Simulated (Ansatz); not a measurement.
An input meant for the cluster Sn4O5 (charge 0, singlet; atoms displaced at random, 0.08 Å in each coordinate).

```yaml
crystal:
  periodic: [false, false, false]
  atoms:
    - {symbol: Sn, position_ang: [-0.318711, 0.984580, -1.725056]}
    - {symbol: Sn, position_ang: [-2.151396, -0.706623, 0.117102]}
    - {symbol: Sn, position_ang: [0.999358, -2.083050, -0.023939]}
    - {symbol: Sn, position_ang: [0.381596, 1.043809, 1.690112]}
    - {symbol: O, position_ang: [-1.340289, 1.289904, 0.111552]}
    - {symbol: O, position_ang: [-0.421379, -1.042133, -1.445841]}
    - {symbol: O, position_ang: [1.990129, -0.205642, 0.356371]}
    - {symbol: O, position_ang: [1.531577, 1.267928, -0.404029]}
    - {symbol: O, position_ang: [-0.477356, -1.010679, 1.299900]}
basis:
  gaussian: {orbitals: cc-pVTZ-PP}
hamiltonian: {xc: {name: PBE0-DH}}
scf: {lower_state_search: light}
output: {forces: true}
```

```sh
$ ansatz run in.yaml --threads 4 --pin off --events-out ev --progress --plain --max-ram 4787MiB
```

Shortened log:

```
Functional definition: PBE0-DH
Error: [file] the basis set cc-pVTZ-PP has no functions for O
```

Problem. What is wrong with this run?

Solution. The basis set is misnamed or doesn't suit the job. The input was rejected before any iteration.
